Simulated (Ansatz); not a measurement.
BFH$_{4}$OSSn, SMILES `OB(F)[S][SnH3]`. The species carries charge 0 and has multiplicity 1. Sn: def2 effective core potential.

```xyz
9

O    -0.5461   -1.0715    1.5924
B    -1.3867   -0.9970    0.5414
F    -2.5319   -1.6584    0.6524
S    -1.1776   -0.1035   -1.0390
Sn    0.9809    0.9370   -0.8559
H     0.2770   -0.5842    1.4936
H     1.9827    0.3249   -2.0861
H     0.7797    2.6207   -0.9814
H     1.6219    0.5320    0.6826
```

Problem. What are the harmonic wavenumbers in cm⁻¹ at PBE0-D4/def2-TZVP (Ansatz, finite differences of forces, unscaled)? (Best estimate.)

Solution. The calculation gave: 24, 88, 130, 267, 402, 431, 462, 495, 556, 582, 664, 706, 710, 741, 1006, 1244, 1437, 1907, 1971, 1973, 3834.

Problem. Is this a minimum?

Solution. Yes, all 21 modes are real.

Problem. Give the ideal-gas thermochemistry at 298.15 K and 1 bar (rigid rotor, harmonic oscillator; point group Cs, symmetry number 1).

Solution. Zero-point energy 117.4 kJ/mol; H(298) − E = 139.7 kJ/mol; entropy 379.5 J/(mol·K), of which translation 175.0, rotation 120.2, vibration 84.3; G(298) − E = 26.6 kJ/mol. Modes under 100 cm⁻¹ are hindered rotations or soft bends, so the harmonic entropy is rough.

Problem. Rotational constants (cm⁻¹)?

Solution. 0.1861, 0.03089, 0.02683.
